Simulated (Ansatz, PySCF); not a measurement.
Species: SiAsH4, charge 0, doublet. SiAsH4 (SMILES [SiH2][AsH2], doublet).
B3LYP-D3(BJ)/def2-TZVP minimum from Ansatz (a first-principles code):
```
Si
H 1 1.4898
H 1 1.4898 2 107.93
As 1 2.3749 2 108.49 3 117.37
H 4 1.5241 1 94.33 2 168.24
H 4 1.5241 5 93.15 1 94.58
```
Charge 0, spin multiplicity 2.

Atomisation energy term by term, kcal/mol (programs: Ansatz). Radicals and triplets start from unrestricted determinants; spin-orbit coupling is neglected. Cores are frozen in correlated methods (noble-gas shells, and filled d and f shells in the p block). No relativity. CBS(X,Y): correlation extrapolated as X^-3, Hartree-Fock from the larger set. A bracket is a step between two methods taken in the basis named. For partners of very few electrons the exact lower level stands in for a higher one.

```tsv
term	basis	kcal/mol
Hartree-Fock	def2-QZVPP	244.17
CCSD correlation	CBS(def2-TZVPP,def2-QZVPP)	94.15
(T)	CBS(def2-TZVPP,def2-QZVPP)	4.30
CCSDT(Q) - CCSD(T)	def2-TZVPP	0.35
minus zero-point energy	Hessian by PySCF at B3LYP-D3(BJ)/def2-TZVP	-19.25
sum: D0		323.7
```

The step beyond CCSD(T) by other levels: CCSDT(Q) in def2-SVP 0.53 kcal/mol.
